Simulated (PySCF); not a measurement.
How methods differ on the ionisation energy of Nb⁺

Nb⁺ [Kr] 4d4 (5D) → Nb²⁺ [Kr] 4d3 (4F), as a difference of total energies. Computed with PySCF 2.14 in aug-cc-pwCVDZ-PP with ECP28MDF, with scalar relativity through the core potential. Correlated levels: valence: 4s2 4p6 frozen. The calculations carry no spin-orbit coupling.

```
           method  ionisation energy (eV)
              UHF                  13.050
    MP2 (valence)                  13.575
SCS-MP2 (valence)                  13.225
   CCSD (valence)                  13.657
CCSD(T) (valence)                  13.668
```

How much does correlation contribute at CCSD(T) (valence)?

13.668 − (13.050) = 0.618 eV, measured against UHF.

The reference lies between the lowest fine-structure levels, while these numbers refer to the centres of the terms.

Errors of the correlated levels include the incompleteness of this basis and the frozen core.

For comparison: 14.32 eV (semi-empirical (NIST evaluation); NIST Atomic Spectra Database, ionization energies).
